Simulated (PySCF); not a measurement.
The dipole of `C=C(C)O[SiH](Cl)Cl` from its density and from atomic charges.

Coordinates (GFN2-xTB, Å) and charges (e) from the PBE0/pcSseg-1 density (PySCF):

```
atom       x       y       z  Mulliken      IAO  Hirshfeld  ESP-fitted
  C1  -0.878  -1.237  -0.492   -0.1821  -0.4066    -0.1486     -0.7522
  C2  -0.633  -0.023  -0.030   +0.0208  +0.2314    +0.0902     +0.5560
  C3  -1.672   1.007   0.284   -0.1877  -0.4327    -0.1179     -0.6893
  O4   0.628   0.438   0.223   -0.5954  -0.6032    -0.1978     -0.2709
 Si5   2.135  -0.110   0.046   +0.9429  +1.1461    +0.4055     +0.2647
 Cl6   3.229   1.439   0.674   -0.2741  -0.2840    -0.1035     -0.1012
 Cl7   2.530  -0.549  -1.880   -0.2909  -0.2961    -0.1032     -0.1091
  H8  -1.884  -1.564  -0.675   +0.1192  +0.1613    +0.0490     +0.2477
  H9  -0.086  -1.932  -0.706   +0.1239  +0.1492    +0.0361     +0.2471
 H10  -1.596   1.299   1.330   +0.1352  +0.1616    +0.0508     +0.1901
 H11  -1.501   1.895  -0.322   +0.1366  +0.1626    +0.0516     +0.1963
 H12  -2.666   0.622   0.085   +0.1194  +0.1549    +0.0537     +0.2031
 H13   2.389  -1.284   0.862   -0.0678  -0.1445    -0.0659     +0.0176
```

Form Σ q r in debye for every column and set it beside the full dipole.

The full density gives (-1.57, -0.70, 0.58) D, 1.82 D in size; dipole vectors point from the negative to the positive end.

```csv
scheme,μx,μy,μz,size (D),share of the full size (%),angle to the full dipole (°)
Mulliken,-3.16,-1.89,1.10,3.84,212,7
IAO,-1.16,-1.51,0.92,2.11,116,27
Hirshfeld,-0.66,-0.12,0.36,0.77,42,16
ESP-fitted,-1.60,-0.73,0.61,1.86,102,1
```

Which set comes closest?

Length of the difference vector: ESP-fitted 0.05 D, IAO 0.98 D, Hirshfeld 1.10 D, Mulliken 2.05 D. Closest: ESP-fitted. The schemes that divide the density aren't constrained to reproduce the dipole.

What is left for the Hirshfeld atoms' own dipoles?

The Hirshfeld atoms' densities add up to the full density, so μ = Σ q r + Σ (atomic dipoles). The atomic dipoles sum to (-1.57, -0.70, 0.58) − (-0.66, -0.12, 0.36) = (-0.91, -0.58, 0.22) D, 1.10 D in size.

With the origin at the mean of the coordinates, (0.000, 0.000, -0.046) Å, which are the largest single terms, by size, of the IAO dipole along the direction of the full one?

Si5 -9.78, Cl6 +4.25, Cl7 +3.66, C3 -2.43, C1 -2.13 D; all 13 atoms together +1.88 D. The single terms depend on the origin, their sum doesn't.

Give the size of the full dipole in other units.

1.82 D = 0.714 au = 0.378 e·Å = 6.06 × 10⁻³⁰ C·m.

Geometry: GFN2-xTB, one conformer, isolated molecule.

Conformer computed: `[CH2:1]=[C:2]([CH3:3])[O:4][SiH:5]([Cl:6])[Cl:7]`: C1–C2–O4–Si5 4°, C2–O4–Si5–Cl6 178°.
